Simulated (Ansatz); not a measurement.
`C[O][Ge]([O]C)([O]C)[Se]C` + `C[NH][GeH2][F]` → `C[Se][GeH2][F]` + `C[NH][Ge]([O]C)([O]C)[O]C`  (redistribution)

Calculated with Ansatz (gas phase, PBE0-D4/def2-TZVP geometries, no zero-point term in ΔE). CCSD(T)/CBS is the MP2 limit (def2-TZVPP, def2-QZVPP) plus CCSD(T) − MP2 in def2-TZVPP, frozen cores. Functionals use def2-TZVPP. For Ge, Se outer-core shells are correlated without core-valence functions, which leaves a few kJ/mol of doubt a bond. Scalar relativity is left out up to krypton. Each species was taken in one conformer, which may not be the lowest.

`C[O][Ge]([O]C)([O]C)[Se]C`:

Cartesian coordinates in Å:
```
C 2.440 0.946 -0.704
O 1.144 1.199 -0.204
Ge -0.009 -0.130 -0.121
O -0.351 -0.796 -1.720
C -0.820 0.075 -2.731
O -1.413 0.695 0.551
C -2.592 -0.046 0.782
Se 0.721 -1.929 1.154
C 0.983 -0.852 2.773
H 3.033 1.851 -0.557
H 2.426 0.708 -1.773
H 2.931 0.118 -0.177
H -1.768 0.548 -2.455
H -0.977 -0.520 -3.632
H -0.096 0.865 -2.957
H -2.408 -0.932 1.402
H -3.294 0.605 1.307
H -3.057 -0.375 -0.154
H 0.042 -0.406 3.085
H 1.729 -0.082 2.596
H 1.337 -1.542 3.537
```

`C[NH][GeH2][F]`:

Z-matrix (Å, degrees):
```
C
N 1 1.450
H 1 1.097 2 113.8
H 1 1.094 2 110.4 3 122.0
H 1 1.093 2 109.6 3 -120.4
Ge 2 1.805 1 121.9 3 81.4
H 2 1.009 1 113.1 3 -63.2
F 6 1.754 2 111.6 1 -67.2
H 6 1.531 2 109.3 1 176.7
H 6 1.532 2 109.0 1 47.7
```

`C[Se][GeH2][F]`:

```xyz
9

C    -0.062    1.577   -0.405
Se    1.386    0.260   -0.440
Ge    0.171   -1.509    0.442
F    -0.990   -2.065   -0.737
H     0.377    2.518   -0.733
H    -0.448    1.689    0.606
H    -0.852    1.282   -1.091
H     1.108   -2.688    0.724
H    -0.690   -1.064    1.634
```

`C[NH][Ge]([O]C)([O]C)[O]C`:

Cartesian coordinates in Å:
```
C 1.617 1.692 -1.128
N 1.211 0.303 -1.219
Ge 0.038 -0.462 -0.085
O 0.700 -1.316 1.310
C 1.617 -0.632 2.134
O -0.880 -1.747 -0.853
C -1.616 -1.446 -2.020
O -0.980 0.880 0.444
C -2.014 0.625 1.371
H 1.859 2.084 -2.121
H 0.790 2.284 -0.735
H 2.484 1.855 -0.477
H 1.921 -0.311 -1.586
H 2.503 -0.300 1.578
H 1.944 -1.322 2.915
H 1.167 0.245 2.615
H -1.005 -0.937 -2.774
H -2.486 -0.816 -1.800
H -1.973 -2.390 -2.439
H -2.472 1.581 1.632
H -2.787 -0.027 0.949
H -1.638 0.157 2.288
```

Question: Is it downhill or uphill in electronic energy at CCSD(T)/CBS, and by how much? (Estimate.)

Answer: Computed: Uphill: ΔE = +0.09 eV.

Question: What do these levels give: ωB97X-V, B2PLYP, CCSD/def2-TZVPP, MP2/def2-QZVPP, MP2/CBS(def2), CCSD/CBS(def2)? (An estimate is asked.)

Answer: Ansatz gave: ωB97X-V 0.07, B2PLYP 0.08, CCSD/def2-TZVPP 0.06, MP2/def2-QZVPP 0.12, MP2/CBS(def2) 0.13, CCSD/CBS(def2) 0.07 eV.

Largest T1 diagnostic among the species: 0.011.

From PBE to PBE0 (25 % exact exchange), in def2-TZVPP and without D4, ΔE moves by −0.04 eV. In def2-TZVPP, CCSD(T) changes the Hartree–Fock value by +0.11 eV (the triples alone add +0.02 eV) and MP2 by +0.15 eV. The D4 term adds +0.04 eV with B3LYP and +0.02 eV with PBE0; it sums over pairs of atoms, weighted by their polarisabilities, and B3LYP, whose exchange is more repulsive, gets the larger term.

B3LYP here is the variant with VWN-RPA as its local correlation; programs differ in this.
